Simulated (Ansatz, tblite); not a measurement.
Cost and result up the ladder for SnEt3(NMe2) (C₈H₂₁NSn) (31 atoms). The state is a singlet with charge 0. Geometry: r2SCAN-D4/def2-SVP.

```
atom    x (Å)    y (Å)    z (Å)
 Sn1   0.1160  -0.3036  -0.1150
  C2   1.9787  -0.5356  -1.2063
  C3   2.3832   0.7526  -1.9192
  H4   1.8528  -1.3700  -1.9179
  H5   2.7536  -0.8578  -0.4896
  H6   3.3497   0.6484  -2.4426
  H7   1.6360   1.0510  -2.6737
  H8   2.4743   1.5929  -1.2119
  C9  -0.4226  -2.0796   1.0367
 C10  -1.7839  -1.9582   1.7171
 H11   0.3802  -2.2447   1.7756
 H12  -0.3943  -2.9424   0.3483
 H13  -2.0399  -2.8645   2.2937
 H14  -1.8149  -1.1090   2.4198
 H15  -2.5956  -1.8024   0.9866
 C16  -1.5011   0.2927  -1.4369
 C17  -1.6738  -0.6587  -2.6198
 H18  -1.2741   1.3174  -1.7770
 H19  -2.4291   0.3565  -0.8436
 H20  -2.4920  -0.3399  -3.2888
 H21  -0.7603  -0.7187  -3.2350
 H22  -1.9097  -1.6853  -2.2918
 N23   0.4609   1.3354   1.1005
 C24  -0.6570   2.0779   1.6302
 C25   1.5753   1.2853   2.0148
 H26  -1.0675   1.6677   2.5837
 H27  -1.4855   2.1160   0.9032
 H28  -0.3668   3.1282   1.8441
 H29   2.4299   0.7512   1.5651
 H30   1.9305   2.3078   2.2616
 H31   1.3471   0.7892   2.9883
```

Ansatz on 4 threads of Intel Xeon on a shared host; xTB runs through tblite on one thread. Times are rough, summed over both states, and most runs start from the orbitals of an earlier one. PBE0-D4/def2-TZVP serves as the yardstick here, not as an exact answer. The other state is a triplet.

In the def2 sets Sn takes a core potential; there is no spin–orbit coupling. The xTB rows come from tblite.

xTB has no spin-polarisation term.

| level | functions | wall time | vertical triplet (eV) | difference from PBE0-D4/def2-TZVP (eV) |
| --- | --- | --- | --- | --- |
| GFN2-xTB | 66 | 0.13 s | 4.01 | -0.54 |
| GFN1-xTB | 87 | 0.2 s | 4.41 | -0.13 |
| PBE-D4/def2-TZVP (with forces) | 455 | 60 s | 4.20 | -0.35 |
| r2SCAN-D4/def2-TZVP | 455 | 95 s | 4.37 | -0.17 |
| PBE0-D4/def2-TZVP | 455 | 2.3 min | 4.54 | 0.00 |
